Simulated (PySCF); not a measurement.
## Polarisability and C₆ of Cl⁻ (chlorine, charge -1)

[Ar], closed-shell 1S. All numbers are calculated (PySCF 2.14, the spin-free X2C one-electron Hamiltonian (Gaussian nucleus), in aug-cc-pCVQZ-DK (10s9p7d5f3g, 134 functions)). Coupled (time-dependent) response in atomic units; α is the mean over directions.

| method | mean α (bohr³) | C₆ (like pair) | S(−4) |
| --- | --- | --- | --- |
| UHF | 28.65 | 250.2 | 234.7 |
| PBE0 | 32.75 | 297.1 | 338.1 |

S(−4) is the Cauchy moment in α(ω) = α(0) + S(−4) ω² + …

α(iu) at UHF:

| u (hartree) | α(iu) (bohr³) |
| --- | --- |
| 0 | 28.65 |
| 0.0500 | 28.08 |
| 0.100 | 26.55 |
| 0.200 | 22.20 |
| 0.300 | 17.90 |
| 0.500 | 11.63 |
| 0.750 | 7.245 |
| 1.00 | 4.866 |
| 1.50 | 2.592 |
| 2.00 | 1.604 |
| 3.00 | 0.7984 |
| 5.00 | 0.3324 |

A single London oscillator, α(iu) = α/(1 + u²/ω²), gives C₆ = (3/4) ω α². Matching the computed C₆ needs ω = 4 × 250.2 / (3 × 28.65²) = 0.406 hartree.

For an ion, C₆ is the dispersion term alone; charge-induced terms of lower order in 1/R come first.
